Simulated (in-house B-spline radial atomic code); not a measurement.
Whole-atom quantities along the 26-electron series, configuration [Ar] 3d8. Breit and QED terms are first order and not part of the total energy; the density at the nucleus is averaged over the nuclear charge. Computed with a B-spline radial code for spherical atoms: Dirac-Hartree-Fock, average of the configuration, finite nuclei.

| ion | Z | E/Z² (Eh) | Σ<r²> (bohr²) | n(0)/Z³ (bohr⁻³) | Lamb diamagnetic shielding (ppm) | repulsion over attraction | Breit energy (eV) | self-energy (eV) | vacuum polarisation (eV) | Dirac less non-relativistic energy (Eh) |
| --- | --- | --- | --- | --- | --- | --- | --- | --- | --- | --- |
| Ce32+ | 58 | -2.4504 | 1.2808 | 1.8524 | 5742.14 | 0.087547 | 189.77 | 153.71 | -22.078 | -288.95 |
| Pr33+ | 59 | -2.462 | 1.2235 | 1.9124 | 5868.13 | 0.086098 | 200.9 | 163.47 | -23.823 | -311.35 |
| Nd34+ | 60 | -2.4734 | 1.1698 | 1.9748 | 5995.18 | 0.084687 | 212.47 | 173.71 | -25.683 | -335.09 |
| Pm35+ | 61 | ? | ? | ? | ? | ? | ? | ? | ? | ? |
| Sm36+ | 62 | -2.4959 | 1.0723 | 2.0955 | 6252.56 | 0.081974 | 237 | 195.68 | -29.767 | -386.83 |
| Eu37+ | 63 | ? | ? | ? | ? | ? | ? | ? | ? | ? |
| Gd38+ | 64 | -2.5179 | 0.98618 | 2.2368 | 6514.66 | 0.079396 | 263.46 | 219.77 | -34.398 | -444.73 |
| Tb39+ | 65 | -2.5288 | 0.94681 | 2.3283 | 6647.65 | 0.078154 | 277.45 | 232.66 | -36.948 | -476.19 |

Fill in the row of Pm35+.

E/Z² (Eh): -2.4847; Σ<r²> (bohr²): 1.1195; n(0)/Z³ (bohr⁻³): 2.0373; Lamb diamagnetic shielding (ppm): 6123.31; repulsion over attraction: 0.083312; Breit energy (eV): 224.5; self-energy (eV): 184.44; vacuum polarisation (eV): -27.663; Dirac less non-relativistic energy (Eh): -360.24.

Fill in the row of Eu37+.

E/Z² (Eh): -2.507; Σ<r²> (bohr²): 1.0279; n(0)/Z³ (bohr⁻³): 2.1654; Lamb diamagnetic shielding (ppm): 6383; repulsion over attraction: 0.080669; Breit energy (eV): 249.98; self-energy (eV): 207.45; vacuum polarisation (eV): -32.011; Dirac less non-relativistic energy (Eh): -414.98.

With what power of Z does the column «Breit energy (eV)» change over this range?

A fit of the logarithm of its size against log Z from Z = 58 to 65 has slope 3.33.
